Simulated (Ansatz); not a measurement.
`C[N](C)[Ta]([CH3])([F])=[N]C(C)(C)C`. The species carries charge 0 and has multiplicity 1. Ta takes the def2 core potential. The geometry is a stationary point of PBE0-D4/def2-TZVP. It is one conformer, not always the lowest.

```xyz
29

C     2.539   -1.035    0.123
N     1.351   -1.856    0.074
C     1.668   -3.273    0.139
Ta   -0.558   -1.379   -0.111
C    -1.455   -1.762    1.831
F    -1.509   -2.349   -1.451
N    -0.595    0.382   -0.275
C    -0.744    1.788   -0.508
C    -2.226    2.114   -0.690
C    -0.188    2.552    0.693
C     0.029    2.169   -1.771
H     2.269    0.018    0.063
H     3.092   -1.201    1.058
H     3.218   -1.272   -0.708
H     2.171   -3.525    1.081
H     2.321   -3.575   -0.690
H     0.761   -3.888    0.079
H    -2.511   -1.466    1.830
H    -1.406   -2.829    2.084
H    -0.961   -1.202    2.630
H    -2.369    3.183   -0.866
H    -2.634    1.565   -1.541
H    -2.788    1.832    0.203
H    -0.724    2.271    1.602
H    -0.291    3.631    0.548
H     0.870    2.322    0.836
H    -0.358    1.621   -2.633
H    -0.060    3.240   -1.971
H     1.088    1.926   -1.658
```

Problem. What is the dipole moment at B3LYP/def2-TZVPP? (Estimate.)

Solution. The calculation gave: 2.24 D, with components (2.10, -0.28, 0.72) D in this frame, pointing from negative to positive charge.

Problem. And with PBE, r2SCAN, ωB97M-V? (An estimate is asked.)

Solution. The calculation gave: PBE 2.19 D, r2SCAN 2.23 D, ωB97M-V 2.20 D.

Problem. Give the Mulliken charges with B3LYP, r2SCAN, PBE in def2-TZVPP. (An estimate is asked.)

Solution. Ansatz gave: 
```csv
atom,B3LYP,r2SCAN,PBE
C1,-0.16,-0.03,-0.16
N2,-0.27,-0.29,-0.19
C3,-0.16,-0.03,-0.16
Ta4,0.85,0.85,0.64
C5,-0.47,-0.41,-0.45
F6,-0.38,-0.37,-0.33
N7,-0.41,-0.44,-0.33
C8,0.29,0.34,0.28
C9,-0.28,-0.19,-0.27
C10,-0.27,-0.17,-0.26
C11,-0.27,-0.18,-0.26
H12,0.10,0.05,0.09
H13,0.09,0.05,0.08
H14,0.09,0.05,0.08
H15,0.10,0.06,0.09
H16,0.10,0.06,0.09
H17,0.08,0.04,0.08
H18,0.10,0.08,0.10
H19,0.09,0.07,0.09
H20,0.10,0.08,0.10
H21,0.07,0.04,0.07
H22,0.08,0.05,0.08
H23,0.08,0.05,0.08
H24,0.08,0.05,0.08
H25,0.07,0.04,0.07
H26,0.07,0.04,0.07
H27,0.08,0.05,0.08
H28,0.07,0.04,0.07
H29,0.08,0.04,0.07
```

B3LYP here is the variant with VWN-RPA as its local correlation; programs differ in this.
